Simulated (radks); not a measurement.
Neutral holmium, 67 electrons, occupied as [Xe] 4f11 6s2. Method: scalar-relativistic Kohn-Sham, LDA (Slater exchange, Perdew-Wang correlation), spin-polarised, spherical densities, finite nucleus; open shells are filled with parallel spins first (spin-orbit coupling, left out, can overturn this in heavy ions); Fermi nuclear charge, rms radius 5.2022 fm; computed with a radial shooting solver on a logarithmic mesh with Libxc functionals. Some entries of the table are withheld. Estimate them.

| orbital | occ. | eigenvalue (eV) | <r> (bohr) |
|---|---|---|---|
| 1s up | 1 | -55436.94 | 0.02076 |
| 1s down | 1 | -55436.94 | 0.02076 |
| 2s up | 1 | -9274.165 | 0.08816 |
| 2s down | 1 | -9274.109 | 0.08816 |
| 2p up | 3 | -8220.918 | 0.07809 |
| 2p down | 3 | -8220.877 | 0.07809 |
| 3s up | 1 | -2071.287 | 0.2302 |
| 3s down | 1 | -2070.024 | 0.2301 |
| 3p up | 3 | -1749.304 | 0.2291 |
| 3p down | 3 | -1748.049 | 0.2290 |
| 3d up | 5 | -1339.374 | 0.2080 |
| 3d down | 5 | -1338.395 | 0.2079 |
| 4s up | 1 | -409.5792 | 0.5191 |
| 4s down | 1 | -406.9786 | 0.5192 |
| 4p up | 3 | -303.5154 | 0.5504 |
| 4p down | 3 | -300.9558 | 0.5505 |
| 4d up | 5 | -160.1225 | 0.5965 |
| 4d down | 5 | -157.6256 | 0.5971 |
| 5s up | 1 | (1) | 1.273 |
| 5s down | 1 | (2) | 1.281 |
| 5p up | 3 | -26.4267 | 1.516 |
| 5p down | 3 | -25.5401 | 1.531 |
| 4f up | 7 | -4.3299 | 0.8415 |
| 6s up | 1 | -3.9822 | 3.989 |
| 6s down | 1 | -3.9008 | 4.032 |
| 4f down | 4 | -2.1936 | 0.8787 |

Answer. 
(1) 5s up eigenvalue (eV): -51.0920
(2) 5s down eigenvalue (eV): -49.8687
